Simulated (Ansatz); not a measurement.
Problem. Name a neutral molecule of B, C, Si and H with HOMO–LUMO gap (PBE0/def2-TZVPP) between 5.25 and 5.55 eV and LUMO energy (PBE/def2-TZVPP) between -3.05 and -2.75 eV (Ansatz, PBE0-D4/def2-TZVP geometry).

Solution. `C=CB(C)[SiH3]` (5.53 eV, -3.00 eV); `B1CC[SiH2]1` (5.48 eV, -2.86 eV); `[SiH3]BB1CC1` (5.42 eV, -2.82 eV). Other molecules can fit too; these were computed, each in one conformer that needn't be the lowest.
